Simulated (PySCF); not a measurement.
Simulation results for AlCl2, AlFH

All values are calculated (PySCF 2.14.0). Calculation on a computer-drawn molecule: vertical ionisation energy to the stated ion spin, frozen-core CCSD(T) at the basis limit and cheaper methods, single-reference cases, UHF for radicals, no spin-orbit; all values are single points at the evaluated structure, the first of each entry, which is the reference or a displaced copy of it and isn't optimised; the reference structure only sets the zero of the energies above reference; triples share is (T) over the correlation energy.

Common to all runs: charge 0; multiplicity 2; ion multiplicity 1; diffuse functions no; basis cc-pV(n+d)Z; reference is the Hartree-Fock double-zeta minimum; best is HF at quadruple zeta + MP2 correlation extrapolated from triple and quadruple zeta + CCSD(T) minus MP2 at triple zeta; basis step is the size of the change from the same recipe one zeta lower.

(1) 
```xyz
3
formula=AlCl2 ionisation_energy_best=8.823 ionisation_energy_basis_step=0.06538 energy_above_reference_best=-0.0196 energy_above_reference_basis_step=0.0208 total_energy_HF_triple_zeta=-1161.0941 total_energy_CCSD(T)_triple_zeta=-1161.5721 total_energy_best=-1161.6574 T1_diagnostic_at_triple_zeta=0.01214 D1_diagnostic_at_triple_zeta=0.03825 spin_squared_at_triple_zeta=0.7534 ion_T1_diagnostic_at_triple_zeta=0.01414 ion_D1_diagnostic_at_triple_zeta=0.04173 triples_share_at_triple_zeta=0.04153 basis_functions_triple_zeta=117 dipole_magnitude_HF_at_triple_zeta=1.767 dipole_magnitude_CCSD_unrelaxed_at_triple_zeta=1.545 dipole_magnitude_PBE_at_triple_zeta=1.392 dipole_magnitude_r2SCAN_at_triple_zeta=1.503 dipole_magnitude_B3LYP_at_triple_zeta=1.589 dipole_magnitude_wB97X_at_triple_zeta=1.555
Cl     0.6817    -0.4029    -1.5809
Al    -0.6331     0.8092    -0.4676
Cl    -2.3514     1.5748    -1.4378
```

Units: ionisation_energy_best, ionisation_energy_basis_step in eV; energy_above_reference_best, energy_above_reference_basis_step in kcal/mol; total_energy_HF_triple_zeta, total_energy_CCSD(T)_triple_zeta, total_energy_best in hartree; dipole_magnitude_HF_at_triple_zeta, dipole_magnitude_CCSD_unrelaxed_at_triple_zeta, dipole_magnitude_PBE_at_triple_zeta, dipole_magnitude_r2SCAN_at_triple_zeta, dipole_magnitude_B3LYP_at_triple_zeta, dipole_magnitude_wB97X_at_triple_zeta in debye.

Reference structure:
```xyz
3
AlCl2
Cl     0.6710    -0.4172    -1.5937
Al    -0.6353     0.8067    -0.4686
Cl    -2.3476     1.5792    -1.4387
```

Drawn bonds:
```tsv
atom	other atom	order
1	2	1
2	3	1
```

Triple zeta:
```tsv
method	ionisation energy (eV)	energy above reference (kcal/mol)
HF	8.744	-0.01552
PBE	8.738	0.01224
r2SCAN	8.933	-0.01307
B3LYP	8.887	0.003706
wB97X	8.85	-0.02337
MP2	8.728	-0.0134
CCSD	8.778	-0.0138
CCSD(T)	8.737	-0.008483
```

(2) 
```xyz
3
formula=AlCl2 ionisation_energy_best=8.814 ionisation_energy_basis_step=0.06598 energy_above_reference_best=0.09979 energy_above_reference_basis_step=0.06408 total_energy_HF_triple_zeta=-1161.0939 total_energy_CCSD(T)_triple_zeta=-1161.5721 total_energy_best=-1161.6572 T1_diagnostic_at_triple_zeta=0.01225 D1_diagnostic_at_triple_zeta=0.03843 spin_squared_at_triple_zeta=0.7536 ion_T1_diagnostic_at_triple_zeta=0.01419 ion_D1_diagnostic_at_triple_zeta=0.04168 triples_share_at_triple_zeta=0.04159 basis_functions_triple_zeta=117 dipole_magnitude_HF_at_triple_zeta=1.73 dipole_magnitude_CCSD_unrelaxed_at_triple_zeta=1.514 dipole_magnitude_PBE_at_triple_zeta=1.369 dipole_magnitude_r2SCAN_at_triple_zeta=1.475 dipole_magnitude_B3LYP_at_triple_zeta=1.562 dipole_magnitude_wB97X_at_triple_zeta=1.527
Cl     0.6827    -0.4293    -1.5700
Al    -0.6455     0.8256    -0.4864
Cl    -2.3746     1.5864    -1.4401
```

Units: ionisation_energy_best, ionisation_energy_basis_step in eV; energy_above_reference_best, energy_above_reference_basis_step in kcal/mol; total_energy_HF_triple_zeta, total_energy_CCSD(T)_triple_zeta, total_energy_best in hartree; dipole_magnitude_HF_at_triple_zeta, dipole_magnitude_CCSD_unrelaxed_at_triple_zeta, dipole_magnitude_PBE_at_triple_zeta, dipole_magnitude_r2SCAN_at_triple_zeta, dipole_magnitude_B3LYP_at_triple_zeta, dipole_magnitude_wB97X_at_triple_zeta in debye.

Reference structure:
```xyz
3
AlCl2
Cl     0.6710    -0.4172    -1.5937
Al    -0.6353     0.8067    -0.4686
Cl    -2.3476     1.5792    -1.4387
```

Drawn bonds:
```tsv
atom	other atom	order
1	2	1
2	3	1
```

Triple zeta:
```tsv
method	ionisation energy (eV)	energy above reference (kcal/mol)
HF	8.733	0.1113
PBE	8.732	-0.03852
r2SCAN	8.925	0.06327
B3LYP	8.879	-0.01924
wB97X	8.844	0.07848
MP2	8.717	0.07614
CCSD	8.767	0.04838
CCSD(T)	8.726	0.03196
```

(3) 
```xyz
3
formula=AlCl2 ionisation_energy_best=8.627 ionisation_energy_basis_step=0.06147 energy_above_reference_best=1.639 energy_above_reference_basis_step=0.4556 total_energy_HF_triple_zeta=-1161.0913 total_energy_CCSD(T)_triple_zeta=-1161.5690 total_energy_best=-1161.6547 T1_diagnostic_at_triple_zeta=0.01173 D1_diagnostic_at_triple_zeta=0.03701 spin_squared_at_triple_zeta=0.7531 ion_T1_diagnostic_at_triple_zeta=0.01319 ion_D1_diagnostic_at_triple_zeta=0.03884 triples_share_at_triple_zeta=0.04122 basis_functions_triple_zeta=117 dipole_magnitude_HF_at_triple_zeta=1.53 dipole_magnitude_CCSD_unrelaxed_at_triple_zeta=1.341 dipole_magnitude_PBE_at_triple_zeta=1.214 dipole_magnitude_r2SCAN_at_triple_zeta=1.308 dipole_magnitude_B3LYP_at_triple_zeta=1.389 dipole_magnitude_wB97X_at_triple_zeta=1.351
Cl     0.6827    -0.4293    -1.5700
Al    -0.5736     0.7577    -0.5451
Cl    -2.3027     1.5185    -1.4988
```

Units: ionisation_energy_best, ionisation_energy_basis_step in eV; energy_above_reference_best, energy_above_reference_basis_step in kcal/mol; total_energy_HF_triple_zeta, total_energy_CCSD(T)_triple_zeta, total_energy_best in hartree; dipole_magnitude_HF_at_triple_zeta, dipole_magnitude_CCSD_unrelaxed_at_triple_zeta, dipole_magnitude_PBE_at_triple_zeta, dipole_magnitude_r2SCAN_at_triple_zeta, dipole_magnitude_B3LYP_at_triple_zeta, dipole_magnitude_wB97X_at_triple_zeta in debye.

Reference structure:
```xyz
3
AlCl2
Cl     0.6710    -0.4172    -1.5937
Al    -0.6353     0.8067    -0.4686
Cl    -2.3476     1.5792    -1.4387
```

Drawn bonds:
```tsv
atom	other atom	order
1	2	1
2	3	1
```

Triple zeta:
```tsv
method	ionisation energy (eV)	energy above reference (kcal/mol)
HF	8.516	1.753
PBE	8.556	2.3
r2SCAN	8.736	1.759
B3LYP	8.692	2.14
wB97X	8.635	1.57
MP2	8.529	1.824
CCSD	8.578	1.863
CCSD(T)	8.544	1.969
```

(4) 
```xyz
3
formula=AlCl2 ionisation_energy_best=8.696 ionisation_energy_basis_step=0.06296 energy_above_reference_best=0.4174 energy_above_reference_basis_step=0.2578 total_energy_HF_triple_zeta=-1161.0933 total_energy_CCSD(T)_triple_zeta=-1161.5712 total_energy_best=-1161.6567 T1_diagnostic_at_triple_zeta=0.01191 D1_diagnostic_at_triple_zeta=0.03706 spin_squared_at_triple_zeta=0.7532 ion_T1_diagnostic_at_triple_zeta=0.01354 ion_D1_diagnostic_at_triple_zeta=0.0398 triples_share_at_triple_zeta=0.04135 basis_functions_triple_zeta=117 dipole_magnitude_HF_at_triple_zeta=1.572 dipole_magnitude_CCSD_unrelaxed_at_triple_zeta=1.374 dipole_magnitude_PBE_at_triple_zeta=1.241 dipole_magnitude_r2SCAN_at_triple_zeta=1.339 dipole_magnitude_B3LYP_at_triple_zeta=1.424 dipole_magnitude_wB97X_at_triple_zeta=1.383
Cl     0.6827    -0.4293    -1.5700
Al    -0.5999     0.7825    -0.5236
Cl    -2.3290     1.5433    -1.4773
```

Units: ionisation_energy_best, ionisation_energy_basis_step in eV; energy_above_reference_best, energy_above_reference_basis_step in kcal/mol; total_energy_HF_triple_zeta, total_energy_CCSD(T)_triple_zeta, total_energy_best in hartree; dipole_magnitude_HF_at_triple_zeta, dipole_magnitude_CCSD_unrelaxed_at_triple_zeta, dipole_magnitude_PBE_at_triple_zeta, dipole_magnitude_r2SCAN_at_triple_zeta, dipole_magnitude_B3LYP_at_triple_zeta, dipole_magnitude_wB97X_at_triple_zeta in debye.

Reference structure:
```xyz
3
AlCl2
Cl     0.6710    -0.4172    -1.5937
Al    -0.6353     0.8067    -0.4686
Cl    -2.3476     1.5792    -1.4387
```

Drawn bonds:
```tsv
atom	other atom	order
1	2	1
2	3	1
```

Triple zeta:
```tsv
method	ionisation energy (eV)	energy above reference (kcal/mol)
HF	8.596	0.4739
PBE	8.621	0.8081
r2SCAN	8.806	0.4931
B3LYP	8.761	0.7129
wB97X	8.712	0.3848
MP2	8.598	0.512
CCSD	8.648	0.5286
CCSD(T)	8.612	0.5906
```

(5) 
```xyz
3
formula=AlCl2 ionisation_energy_best=8.761 ionisation_energy_basis_step=0.06455 energy_above_reference_best=-0.007355 energy_above_reference_basis_step=0.07761 total_energy_HF_triple_zeta=-1161.0941 total_energy_CCSD(T)_triple_zeta=-1161.5721 total_energy_best=-1161.6574 T1_diagnostic_at_triple_zeta=0.01209 D1_diagnostic_at_triple_zeta=0.03771 spin_squared_at_triple_zeta=0.7534 ion_T1_diagnostic_at_triple_zeta=0.01389 ion_D1_diagnostic_at_triple_zeta=0.04079 triples_share_at_triple_zeta=0.04148 basis_functions_triple_zeta=117 dipole_magnitude_HF_at_triple_zeta=1.646 dipole_magnitude_CCSD_unrelaxed_at_triple_zeta=1.439 dipole_magnitude_PBE_at_triple_zeta=1.3 dipole_magnitude_r2SCAN_at_triple_zeta=1.401 dipole_magnitude_B3LYP_at_triple_zeta=1.489 dipole_magnitude_wB97X_at_triple_zeta=1.449
Cl     0.6827    -0.4293    -1.5700
Al    -0.6249     0.8061    -0.5032
Cl    -2.3540     1.5669    -1.4569
```

Units: ionisation_energy_best, ionisation_energy_basis_step in eV; energy_above_reference_best, energy_above_reference_basis_step in kcal/mol; total_energy_HF_triple_zeta, total_energy_CCSD(T)_triple_zeta, total_energy_best in hartree; dipole_magnitude_HF_at_triple_zeta, dipole_magnitude_CCSD_unrelaxed_at_triple_zeta, dipole_magnitude_PBE_at_triple_zeta, dipole_magnitude_r2SCAN_at_triple_zeta, dipole_magnitude_B3LYP_at_triple_zeta, dipole_magnitude_wB97X_at_triple_zeta in debye.

Reference structure:
```xyz
3
AlCl2
Cl     0.6710    -0.4172    -1.5937
Al    -0.6353     0.8067    -0.4686
Cl    -2.3476     1.5792    -1.4387
```

Drawn bonds:
```tsv
atom	other atom	order
1	2	1
2	3	1
```

Triple zeta:
```tsv
method	ionisation energy (eV)	energy above reference (kcal/mol)
HF	8.671	0.01608
PBE	8.682	0.1013
r2SCAN	8.872	0.01239
B3LYP	8.826	0.06898
wB97X	8.784	-0.02697
MP2	8.664	0.01608
CCSD	8.714	0.009047
CCSD(T)	8.675	0.02842
```

(6) 
```xyz
3
formula=AlCl2 ionisation_energy_best=9.026 ionisation_energy_basis_step=0.07339 energy_above_reference_best=3.997 energy_above_reference_basis_step=0.5913 total_energy_HF_triple_zeta=-1161.0876 total_energy_CCSD(T)_triple_zeta=-1161.5664 total_energy_best=-1161.6510 T1_diagnostic_at_triple_zeta=0.01297 D1_diagnostic_at_triple_zeta=0.0421 spin_squared_at_triple_zeta=0.7546 ion_T1_diagnostic_at_triple_zeta=0.01557 ion_D1_diagnostic_at_triple_zeta=0.04621 triples_share_at_triple_zeta=0.04205 basis_functions_triple_zeta=117 dipole_magnitude_HF_at_triple_zeta=2.266 dipole_magnitude_CCSD_unrelaxed_at_triple_zeta=1.999 dipole_magnitude_PBE_at_triple_zeta=1.821 dipole_magnitude_r2SCAN_at_triple_zeta=1.951 dipole_magnitude_B3LYP_at_triple_zeta=2.026 dipole_magnitude_wB97X_at_triple_zeta=2.031
Cl     0.6827    -0.4293    -1.5700
Al    -0.7343     0.9095    -0.4140
Cl    -2.4634     1.6703    -1.3677
```

Units: ionisation_energy_best, ionisation_energy_basis_step in eV; energy_above_reference_best, energy_above_reference_basis_step in kcal/mol; total_energy_HF_triple_zeta, total_energy_CCSD(T)_triple_zeta, total_energy_best in hartree; dipole_magnitude_HF_at_triple_zeta, dipole_magnitude_CCSD_unrelaxed_at_triple_zeta, dipole_magnitude_PBE_at_triple_zeta, dipole_magnitude_r2SCAN_at_triple_zeta, dipole_magnitude_B3LYP_at_triple_zeta, dipole_magnitude_wB97X_at_triple_zeta in debye.

Reference structure:
```xyz
3
AlCl2
Cl     0.6710    -0.4172    -1.5937
Al    -0.6353     0.8067    -0.4686
Cl    -2.3476     1.5792    -1.4387
```

Drawn bonds:
```tsv
atom	other atom	order
1	2	1
2	3	1
```

Triple zeta:
```tsv
method	ionisation energy (eV)	energy above reference (kcal/mol)
HF	8.985	4.104
PBE	8.934	2.696
r2SCAN	9.142	3.644
B3LYP	9.095	2.928
wB97X	9.09	3.88
MP2	8.935	3.898
CCSD	8.982	3.765
CCSD(T)	8.932	3.591
```

(7) 
```xyz
3
formula=AlFH ionisation_energy_best=8.321 ionisation_energy_basis_step=0.008124 energy_above_reference_best=3.609 energy_above_reference_basis_step=0.292 total_energy_HF_triple_zeta=-342.0219 total_energy_CCSD(T)_triple_zeta=-342.3514 total_energy_best=-342.4139 T1_diagnostic_at_triple_zeta=0.01509 D1_diagnostic_at_triple_zeta=0.03952 spin_squared_at_triple_zeta=0.7568 ion_T1_diagnostic_at_triple_zeta=0.01736 ion_D1_diagnostic_at_triple_zeta=0.04136 triples_share_at_triple_zeta=0.02606 basis_functions_triple_zeta=83 dipole_magnitude_HF_at_triple_zeta=1.289 dipole_magnitude_CCSD_unrelaxed_at_triple_zeta=1.135 dipole_magnitude_PBE_at_triple_zeta=1.051 dipole_magnitude_r2SCAN_at_triple_zeta=1.092 dipole_magnitude_B3LYP_at_triple_zeta=1.191 dipole_magnitude_wB97X_at_triple_zeta=1.098
F     -2.1357     0.3727     3.9789
Al    -2.2355     1.5095     2.9128
H     -3.2871     1.2400     1.7449
```

Units: ionisation_energy_best, ionisation_energy_basis_step in eV; energy_above_reference_best, energy_above_reference_basis_step in kcal/mol; total_energy_HF_triple_zeta, total_energy_CCSD(T)_triple_zeta, total_energy_best in hartree; dipole_magnitude_HF_at_triple_zeta, dipole_magnitude_CCSD_unrelaxed_at_triple_zeta, dipole_magnitude_PBE_at_triple_zeta, dipole_magnitude_r2SCAN_at_triple_zeta, dipole_magnitude_B3LYP_at_triple_zeta, dipole_magnitude_wB97X_at_triple_zeta in debye.

Reference structure:
```xyz
3
AlFH
F     -2.0485     0.3934     4.0666
Al    -2.2523     1.5818     2.9263
H     -3.2845     1.2500     1.7629
```

Drawn bonds:
```tsv
atom	other atom	order
1	2	1
2	3	1
```

Triple zeta:
```tsv
method	ionisation energy (eV)	energy above reference (kcal/mol)
HF	8.242	2.01
PBE	8.332	4.383
r2SCAN	8.483	3.389
B3LYP	8.469	3.643
wB97X	8.315	3.462
MP2	8.247	3.772
CCSD	8.286	3.309
CCSD(T)	8.28	3.538
```

(8) 
```xyz
3
formula=AlFH ionisation_energy_best=8.445 ionisation_energy_basis_step=0.01143 energy_above_reference_best=1.699 energy_above_reference_basis_step=0.1588 total_energy_HF_triple_zeta=-342.0239 total_energy_CCSD(T)_triple_zeta=-342.3543 total_energy_best=-342.4169 T1_diagnostic_at_triple_zeta=0.01533 D1_diagnostic_at_triple_zeta=0.04017 spin_squared_at_triple_zeta=0.756 ion_T1_diagnostic_at_triple_zeta=0.01819 ion_D1_diagnostic_at_triple_zeta=0.04356 triples_share_at_triple_zeta=0.02638 basis_functions_triple_zeta=83 dipole_magnitude_HF_at_triple_zeta=1.613 dipole_magnitude_CCSD_unrelaxed_at_triple_zeta=1.426 dipole_magnitude_PBE_at_triple_zeta=1.313 dipole_magnitude_r2SCAN_at_triple_zeta=1.369 dipole_magnitude_B3LYP_at_triple_zeta=1.47 dipole_magnitude_wB97X_at_triple_zeta=1.388
F     -2.0916     0.4328     3.9726
Al    -2.2647     1.6297     2.9192
H     -3.2343     1.2498     1.7764
```

Units: ionisation_energy_best, ionisation_energy_basis_step in eV; energy_above_reference_best, energy_above_reference_basis_step in kcal/mol; total_energy_HF_triple_zeta, total_energy_CCSD(T)_triple_zeta, total_energy_best in hartree; dipole_magnitude_HF_at_triple_zeta, dipole_magnitude_CCSD_unrelaxed_at_triple_zeta, dipole_magnitude_PBE_at_triple_zeta, dipole_magnitude_r2SCAN_at_triple_zeta, dipole_magnitude_B3LYP_at_triple_zeta, dipole_magnitude_wB97X_at_triple_zeta in debye.

Reference structure:
```xyz
3
AlFH
F     -2.0485     0.3934     4.0666
Al    -2.2523     1.5818     2.9263
H     -3.2845     1.2500     1.7629
```

Drawn bonds:
```tsv
atom	other atom	order
1	2	1
2	3	1
```

Triple zeta:
```tsv
method	ionisation energy (eV)	energy above reference (kcal/mol)
HF	8.378	0.7317
PBE	8.439	2.36
r2SCAN	8.596	1.63
B3LYP	8.584	1.759
wB97X	8.432	1.624
MP2	8.367	1.708
CCSD	8.41	1.554
CCSD(T)	8.4	1.701
```

(9) 
```xyz
3
formula=AlFH ionisation_energy_best=8.371 ionisation_energy_basis_step=0.007756 energy_above_reference_best=4.12 energy_above_reference_basis_step=0.2652 total_energy_HF_triple_zeta=-342.0211 total_energy_CCSD(T)_triple_zeta=-342.3505 total_energy_best=-342.4131 T1_diagnostic_at_triple_zeta=0.01498 D1_diagnostic_at_triple_zeta=0.03955 spin_squared_at_triple_zeta=0.7559 ion_T1_diagnostic_at_triple_zeta=0.01753 ion_D1_diagnostic_at_triple_zeta=0.04213 triples_share_at_triple_zeta=0.02601 basis_functions_triple_zeta=83 dipole_magnitude_HF_at_triple_zeta=1.421 dipole_magnitude_CCSD_unrelaxed_at_triple_zeta=1.254 dipole_magnitude_PBE_at_triple_zeta=1.15 dipole_magnitude_r2SCAN_at_triple_zeta=1.202 dipole_magnitude_B3LYP_at_triple_zeta=1.3 dipole_magnitude_wB97X_at_triple_zeta=1.21
F     -2.0916     0.4328     3.9726
Al    -2.2604     1.5998     2.9455
H     -3.2300     1.2199     1.8027
```

Units: ionisation_energy_best, ionisation_energy_basis_step in eV; energy_above_reference_best, energy_above_reference_basis_step in kcal/mol; total_energy_HF_triple_zeta, total_energy_CCSD(T)_triple_zeta, total_energy_best in hartree; dipole_magnitude_HF_at_triple_zeta, dipole_magnitude_CCSD_unrelaxed_at_triple_zeta, dipole_magnitude_PBE_at_triple_zeta, dipole_magnitude_r2SCAN_at_triple_zeta, dipole_magnitude_B3LYP_at_triple_zeta, dipole_magnitude_wB97X_at_triple_zeta in debye.

Reference structure:
```xyz
3
AlFH
F     -2.0485     0.3934     4.0666
Al    -2.2523     1.5818     2.9263
H     -3.2845     1.2500     1.7629
```

Drawn bonds:
```tsv
atom	other atom	order
1	2	1
2	3	1
```

Triple zeta:
```tsv
method	ionisation energy (eV)	energy above reference (kcal/mol)
HF	8.297	2.476
PBE	8.374	5.081
r2SCAN	8.527	3.944
B3LYP	8.514	4.169
wB97X	8.359	3.96
MP2	8.297	4.186
CCSD	8.337	3.843
CCSD(T)	8.33	4.084
```

(10) 
```xyz
3
formula=AlFH ionisation_energy_best=8.381 ionisation_energy_basis_step=0.0082 energy_above_reference_best=3.73 energy_above_reference_basis_step=0.2527 total_energy_HF_triple_zeta=-342.0216 total_energy_CCSD(T)_triple_zeta=-342.3511 total_energy_best=-342.4137 T1_diagnostic_at_triple_zeta=0.01502 D1_diagnostic_at_triple_zeta=0.03963 spin_squared_at_triple_zeta=0.7559 ion_T1_diagnostic_at_triple_zeta=0.01761 ion_D1_diagnostic_at_triple_zeta=0.0423 triples_share_at_triple_zeta=0.02605 basis_functions_triple_zeta=83 dipole_magnitude_HF_at_triple_zeta=1.445 dipole_magnitude_CCSD_unrelaxed_at_triple_zeta=1.275 dipole_magnitude_PBE_at_triple_zeta=1.17 dipole_magnitude_r2SCAN_at_triple_zeta=1.223 dipole_magnitude_B3LYP_at_triple_zeta=1.321 dipole_magnitude_wB97X_at_triple_zeta=1.232
F     -2.0916     0.4328     3.9726
Al    -2.2609     1.6036     2.9422
H     -3.2305     1.2237     1.7994
```

Units: ionisation_energy_best, ionisation_energy_basis_step in eV; energy_above_reference_best, energy_above_reference_basis_step in kcal/mol; total_energy_HF_triple_zeta, total_energy_CCSD(T)_triple_zeta, total_energy_best in hartree; dipole_magnitude_HF_at_triple_zeta, dipole_magnitude_CCSD_unrelaxed_at_triple_zeta, dipole_magnitude_PBE_at_triple_zeta, dipole_magnitude_r2SCAN_at_triple_zeta, dipole_magnitude_B3LYP_at_triple_zeta, dipole_magnitude_wB97X_at_triple_zeta in debye.

Reference structure:
```xyz
3
AlFH
F     -2.0485     0.3934     4.0666
Al    -2.2523     1.5818     2.9263
H     -3.2845     1.2500     1.7629
```

Drawn bonds:
```tsv
atom	other atom	order
1	2	1
2	3	1
```

Triple zeta:
```tsv
method	ionisation energy (eV)	energy above reference (kcal/mol)
HF	8.307	2.174
PBE	8.382	4.656
r2SCAN	8.536	3.57
B3LYP	8.522	3.783
wB97X	8.368	3.583
MP2	8.306	3.79
CCSD	8.346	3.47
CCSD(T)	8.339	3.699
```
